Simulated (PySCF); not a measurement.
Bromine: a sound run and one with changed settings

Sound run: Br²⁺ [Ar] 3d10 4s2 4p3, Br³⁺ [Ar] 3d10 4s2 4p2. Calculation: PySCF 2.14, in x2c-TZVPall (6s5p4d1f, 48 functions); the spin-free X2C one-electron Hamiltonian (Gaussian nucleus). The sound run starts from symmetry-adapted Hartree-Fock orbitals and uses a fine grid where one is needed.

A second run was set up differently.

```tsv
species	method	sound run (hartree)	changed run (hartree)	converged
Br²⁺	UHF	-2603.27663	-2603.27663	yes
Br²⁺	PBE	-2604.63744	-2590.83315	yes
Br²⁺	M06-2X	-2605.11475	-2598.69430	yes
Br³⁺	UHF	-2602.00322	-2602.00322	yes
Br³⁺	PBE	-2603.34647	-2589.55346	yes
Br³⁺	M06-2X	-2603.82617	-2597.44924	yes
```

Ionisation energy of Br²⁺:

```json
{"method": "UHF", "sound run (eV)": "34.651", "changed run (eV)": "34.651"}
{"method": "PBE", "sound run (eV)": "35.129", "changed run (eV)": "34.822"}
{"method": "M06-2X", "sound run (eV)": "35.064", "changed run (eV)": "33.880"}
```

Question: What was changed?
A. minimal basis
B. basis contracted for another Hamiltonian
C. radial grid too coarse
D. level shift left on

Answer: C. It used radial step 1.2 in ln r (0.13 in the sound run). A coarse radial grid mis-integrates the density and the exchange-correlation energy, with errors of either sign; Hartree-Fock needs no grid.
